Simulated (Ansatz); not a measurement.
```yaml
crystal:
  periodic: [false, false, false]
  atoms:
    - {symbol: I, position_ang: [1.026565, -0.366054, 0.566676]}
    - {symbol: I, position_ang: [-1.082804, 0.338337, -0.517410]}
basis:
  gaussian: {orbitals: def2-TZVP}
total_charge: 1
magnetization: {spin_polarized: true, initial_magnetization: 2}
hamiltonian: {xc: {name: SPW92}}
scf: {lower_state_search: full}
output: {forces: true}
```

```sh
$ ansatz run in.yaml --threads 2 --pin off --events-out ev --progress --plain --max-ram 32768MiB --backend cpu
```

Task: How does Ansatz answer? (Best estimate.)

Result: Ansatz gave: The input was rejected before any iteration.
```
Error: a molecule whose nuclei and cores have a total charge of 50 cannot have a net charge of 1 together with 2 unpaired electrons
```
